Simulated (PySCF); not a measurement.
**Mg₂F₄: how level, basis and relativity move the structure**

Each row is its own optimisation.

Each entry is the lowest minimum that a search over a few typed start shapes (and spin states, where more than one is plausible) found, or that minimum re-optimised at the stated level; isomers with ligand–ligand bonds, or fragments after loss of a ligand pair, can lie lower. Open shells are unrestricted; no spin–orbit coupling; PySCF with density fitting.

| level | 2S+1 | point group | mean bond to Mg (Å) | gap (eV) | distinct angles (°) | polar-tensor charge of Mg | highest ω (cm⁻¹) |
| --- | --- | --- | --- | --- | --- | --- | --- |
| B3LYP/def2-TZVP (no relativity) | 1 | D2h | 1.854 | 7.44 | 82/139/98 | 1.50 | 791 |
| PBE/def2-TZVP (no relativity) | 1 | D2h | 1.868 | 5.29 | 82/139/98 | 1.44 | 767 |
| PBE0/def2-TZVP (no relativity) | 1 | D2h | 1.848 | 8.09 | 82/139/98 | 1.51 | 798 |

Across these levels the mean bond spreads over 0.020 Å and the highest wavenumber over 31 cm⁻¹; all give the same point group.

The shape of B3LYP/def2-TZVP (no relativity), PBE/def2-TZVP (no relativity) rests on a mode under 45 cm⁻¹ and is not firmly settled.

Levels that gave another bonding pattern or an unsound solution are left out.
